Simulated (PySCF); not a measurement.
**Polarisability and C₆ of Kr (krypton, neutral)**

[Kr], closed-shell 1S. Computed with PySCF 2.14 in def2-TZVPPD (7s6p5d1f, 57 functions), with the non-relativistic Hamiltonian (point nucleus). Coupled (time-dependent) response in atomic units; α is the mean over directions.

```csv
method,mean α (bohr³),C₆ (like pair),S(−4)
UHF,16.47,125.9,51.37
PBE,18.01,139.9,67.03
PBE0,17.30,133.3,59.73
PW91,17.90,138.9,66.02
revPBE,17.94,139.4,66.19
```

S(−4) is the Cauchy moment in α(ω) = α(0) + S(−4) ω² + …

Reference α: 16.78 ± 0.02 bohr³ (recommended; Schwerdtfeger and Nagle, table of static dipole polarizabilities (2023 update)). Published C₆: 130.0 (Chu and Dalgarno (2004); Tang, Norbeck and Certain (1976)).

α(iu) at PW91:

```json
{"u (hartree)": "0", "α(iu) (bohr³)": "17.90"}
{"u (hartree)": "0.0500", "α(iu) (bohr³)": "17.74"}
{"u (hartree)": "0.100", "α(iu) (bohr³)": "17.27"}
{"u (hartree)": "0.200", "α(iu) (bohr³)": "15.68"}
{"u (hartree)": "0.300", "α(iu) (bohr³)": "13.69"}
{"u (hartree)": "0.500", "α(iu) (bohr³)": "10.00"}
{"u (hartree)": "0.750", "α(iu) (bohr³)": "6.806"}
{"u (hartree)": "1.00", "α(iu) (bohr³)": "4.818"}
{"u (hartree)": "1.50", "α(iu) (bohr³)": "2.711"}
{"u (hartree)": "2.00", "α(iu) (bohr³)": "1.718"}
{"u (hartree)": "3.00", "α(iu) (bohr³)": "0.8669"}
{"u (hartree)": "5.00", "α(iu) (bohr³)": "0.3540"}
```

A single London oscillator, α(iu) = α/(1 + u²/ω²), gives C₆ = (3/4) ω α². Matching the computed C₆ needs ω = 4 × 138.9 / (3 × 17.90²) = 0.578 hartree.
